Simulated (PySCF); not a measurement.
## Electronic structure of Cr(2+) (chromium, charge +2) at the LDA level

Configuration: [Ar] 3d4, high-spin 5D determinant. Calculation: PySCF 2.14, in aug-cc-pVDZ-DK; scalar relativity by spin-free X2C-1e.

| Property | Result |
| --- | --- |
| Total energy | -1047.548 hartree |
| One-electron energy | -1427.805 hartree |
| Hartree (Coulomb) energy | 426.549 hartree |
| Exchange-correlation energy | -46.293 hartree |
| ⟨S²⟩ | 6.0002 |
| ⟨L²⟩ | 6.003 |
| Sum of ⟨r⟩ | 14.66 bohr |
| Sum of ⟨r²⟩ | 16.54 bohr² |
| Traceless quadrupole moment −½Σ⟨3z² − r²⟩ along its main axis | -0.513 e·bohr² |
| Langevin diamagnetic susceptibility | -13.1 ×10⁻⁶ cm³/mol |
| Time after the integrals | 0.35 s of wall time on 1 thread of Intel(R) Xeon(R) CPU @ 2.60GHz (shared host) |

```json
{"shell": "1s α", "electrons": "1", "mean orbital energy (eV)": "-5882.5", "spread (eV)": "0", "rms radius, mean of both spins (bohr)": "0.0735"}
{"shell": "1s β", "electrons": "1", "mean orbital energy (eV)": "-5882.5", "spread (eV)": "0", "rms radius, mean of both spins (bohr)": "0.0735"}
{"shell": "2s α", "electrons": "1", "mean orbital energy (eV)": "-687.13", "spread (eV)": "0", "rms radius, mean of both spins (bohr)": "0.319"}
{"shell": "2s β", "electrons": "1", "mean orbital energy (eV)": "-685.51", "spread (eV)": "0", "rms radius, mean of both spins (bohr)": "0.319"}
{"shell": "2p α", "electrons": "3", "mean orbital energy (eV)": "-581.92", "spread (eV)": "0.532", "rms radius, mean of both spins (bohr)": "0.288"}
{"shell": "2p β", "electrons": "3", "mean orbital energy (eV)": "-580.65", "spread (eV)": "0.787", "rms radius, mean of both spins (bohr)": "0.288"}
{"shell": "3s α", "electrons": "1", "mean orbital energy (eV)": "-96.157", "spread (eV)": "0", "rms radius, mean of both spins (bohr)": "0.967"}
{"shell": "3s β", "electrons": "1", "mean orbital energy (eV)": "-92.216", "spread (eV)": "0", "rms radius, mean of both spins (bohr)": "0.967"}
{"shell": "3p α", "electrons": "3", "mean orbital energy (eV)": "-67.766", "spread (eV)": "0.834", "rms radius, mean of both spins (bohr)": "1.04"}
{"shell": "3p β", "electrons": "3", "mean orbital energy (eV)": "-63.905", "spread (eV)": "1.637", "rms radius, mean of both spins (bohr)": "1.04"}
{"shell": "3d α", "electrons": "4", "mean orbital energy (eV)": "-24.339", "spread (eV)": "0.891", "rms radius, mean of both spins (bohr)": "1.36"}
```

Densities and radii are taken from the X2C orbitals without a picture-change correction, which distorts them close to the nucleus.
